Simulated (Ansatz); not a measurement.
A structure relaxed at PBE0-D4/def2-TZVP, charge 0, multiplicity 1:

Cartesian coordinates in Å:
```
F 0.2242 1.1647 -1.8970
Si 0.3732 -0.2017 -1.0970
F 1.9103 -0.6152 -1.1473
Si -0.2580 0.1413 1.1375
Cl -2.2828 0.5176 1.1328
H -0.4024 -1.2358 -1.8177
H -0.0086 -1.0731 1.9525
H 0.4439 1.3021 1.7361
```

**Question.** Give its formula and SMILES.

**Answer.** ClF2H3Si2, `F[SiH](F)[SiH2]Cl`.

**Question.** Summarise the bond lengths by kind.

**Answer.** 2 × F–Si 1.590 to 1.593 Å; 1 × Si–Si 2.347 Å; 3 × H–Si 1.480 to 1.484 Å; 1 × Cl–Si 2.059 Å.

Computed with Ansatz.
